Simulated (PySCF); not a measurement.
Structure problem from calculated spectra and properties.

Formula: C2H12N2Si4.

- Dipole: 3.75 D [PBE0/pcSseg-1]
- 13C NMR: chemical shifts (computed TMS as zero) by class: 128.4 (1 C), 3.0 (1 C) ppm [GIAO PBE0/pcSseg-1]
- Rotational structure: rotational constants A, B, C: 1.021, 0.775, 0.681 GHz [GFN2-xTB]
- NMR, other nuclei: isotropic shieldings of nuclei other than C and H, by class: -94 (1 N), 278 (1 N), 370 (1 Si), 399 (2 Si), 469 (1 Si) ppm [GIAO PBE0/pcSseg-1]
- 1H NMR: chemical shifts (computed TMS as zero) by class: 4.77 (6 H), 3.49 (3 H), 0.82 (3 H) ppm [GIAO PBE0/pcSseg-1]

Gas-phase values; electronic properties from PySCF, density fitting. Levels stand in brackets. One conformer (not necessarily the lowest) at the GFN2-xTB geometry, without solvent, vibrations or thermal averaging. NMR classes are plain means over equivalent atoms (diastereotopic ones count apart unless rotation or inversion swaps them), as if these changed places fast.

Question: Give a SMILES that accounts for the data.

Answer: Numbering: `[CH3:1][Si@:2]([SiH3:3])([C:4]#[N:5])[N:6]([SiH3:7])[SiH3:8]`. Its formula, C2H12N2Si4, gives 2 degrees of unsaturation: 0 rings and 2 π bonds in the structure found. 2 carbons fall into 2 classes; from least to most shielded: cyano carbon [C4] (128.4 ppm), Si-methyl carbon [C1] (3.0 ppm). Hydrogen classes from least to most shielded: 6 H on 2 SiH3 silicons, Si7/Si8 (4.77 ppm, a mean of values up to 0.5 ppm apart in this geometry), 3 H on an SiH3 silicon, Si3 (3.49 ppm), 3 H on an Si-methyl carbon, C1 (0.82 ppm, a mean of values up to 0.6 ppm apart in this geometry). The other shieldings belong to: -94 ppm, cyano nitrogen [N5]; 278 ppm, nitrogen bridging silicon atoms [N6]; 370 ppm, four-coordinate silicon [Si2]; 399 ppm, SiH3 silicon [Si7/Si8]; 469 ppm, SiH3 silicon [Si3]. The optimised geometry has point group C1 and is an asymmetric top. Structure: `C[Si@]([SiH3])(C#N)N([SiH3])[SiH3]`. Computed isomers that give other values at the same levels: `C=N[Si@H]1[SiH2]C[SiH2]N1[SiH3]` (13C chemical shifts (computed TMS as zero) by class: 172.2 (1 C), -14.1 (1 C) ppm). The assignments are read from this structure; whether some other isomer fits the data as well wasn't checked. The mirror image fits equally.

The values belong to the conformer `[CH3:1][Si@:2]([SiH3:3])([C:4]#[N:5])[N:6]([SiH3:7])[SiH3:8]`: C1–Si2–N6–Si7 -29°.
